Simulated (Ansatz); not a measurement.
Consider the atomization: `OC1=N[SiH2]N1` → C• + 4 H• + 2 N• + O• + Si•.

Gas-phase electronic energies from Ansatz, PBE0-D4/def2-TZVP geometries. CCSD(T)/CBS is the MP2 limit (def2-TZVPP, def2-QZVPP) plus CCSD(T) − MP2 in def2-TZVPP, frozen cores. This one scheme is used for every species, atoms too. Functionals use def2-TZVPP. Open shells (•) are unrestricted, without spin–orbit coupling. Spin–orbit coupling would lower the free atoms: a little for C, O, Si. One conformer a species, not always the lowest.

```tsv
level	ΔE (kJ/mol)
B2PLYP	3418.9
PBE-QIDH	3418.7
MP2/def2-TZVPP	3425.0
MP2/def2-QZVPP	3501.9
```

Problem. What does CCSD(T)/CBS give? (An estimate is asked.)

Solution. The calculation gave: +3450.6 kJ/mol. The listed levels differ from it by -31.7, -31.9, -25.6, 51.3 kJ/mol.

Largest T1 diagnostic among the species: 0.014.

From r2SCAN to r2SCAN0 (25 % exact exchange), in def2-TZVPP and without D4, ΔE moves by −92.1 kJ/mol: exact exchange takes away binding that semilocal exchange gives to molecules. The D4 term adds +30.2 kJ/mol with B3LYP and +15.5 kJ/mol with PBE0; it sums over pairs of atoms, weighted by their polarisabilities, and B3LYP, whose exchange is more repulsive, gets the larger term. Leaving LDA and LC-ωPBE aside and taking each functional with its dispersion term where it has one, the values, not all of them listed here, spread over 285.4 kJ/mol, from BHLYP-D4 to PBE-D4. LDA lies +521.6 kJ/mol from PBE without D4, its usual overbinding.

B3LYP here is the variant with VWN-RPA as its local correlation; programs differ in this.

For atomizations the MP2-based limit and the directly extrapolated one differ by several kJ/mol either way, and by 10 to 25 for some Ge, Se and Sn compounds, so smaller differences from it don't rank the levels.
